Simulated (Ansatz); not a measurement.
C$_{3}$H$_{6}$FNSi (`N=CC1(F)C[SiH2]1`), relaxed with RKS PBE0-D4/def2-TZVP in Ansatz 0.2.0 from a PBE-D4/def2-SVP geometry. The force threshold is 0.005 eV/Å; the program also tests the step.

Charge 0, multiplicity 1.

Start:

```xyz
12

N    -1.355   -1.819   -1.277
C    -1.091   -0.876   -0.453
C     0.189   -0.131   -0.347
F     1.084   -0.473   -1.345
C     0.160    1.363    0.006
Si    0.897    0.327    1.385
H    -0.521   -1.976   -1.876
H    -1.874   -0.565    0.276
H    -0.833    1.840    0.087
H     0.879    1.959   -0.581
H     0.083    0.018    2.597
H     2.381    0.333    1.527
```

| step | energy (eV) | largest force (eV/Å) | largest move (Å) |
| --- | --- | --- | --- |
| 1 | -15283.1755 | 0.830 | 0.000 |
| 2 | -15283.2310 | 0.386 | 0.028 |
| 3 | -15283.2396 | 0.095 | 0.017 |
| 4 | -15283.2400 | 0.087 | 0.018 |
| 5 | -15283.2407 | 0.023 | 0.007 |
| 6 | -15283.2408 | 0.012 | 0.004 |
| 7 | -15283.2408 | 0.006 | 0.006 |
| 8 (rejected) | -15283.2408 | 0.010 | 0.003 |
| 9 | -15283.2408 | 0.002 | 0.002 |
| 10 | -15283.2408 | 0.004 | 0.006 |

End:

```xyz
12

N    -1.355   -1.777   -1.268
C    -1.067   -0.866   -0.441
C     0.209   -0.145   -0.328
F     1.093   -0.472   -1.325
C     0.157    1.350    0.007
Si    0.883    0.333    1.368
H    -0.560   -1.957   -1.884
H    -1.827   -0.563    0.288
H    -0.829    1.801    0.060
H     0.865    1.936   -0.572
H     0.084    0.007    2.567
H     2.348    0.354    1.528
```

Hardware: 4 threads of an Arm Neoverse V2 on a shared host. Wall time 38 s, peak host memory 0.66 GiB.
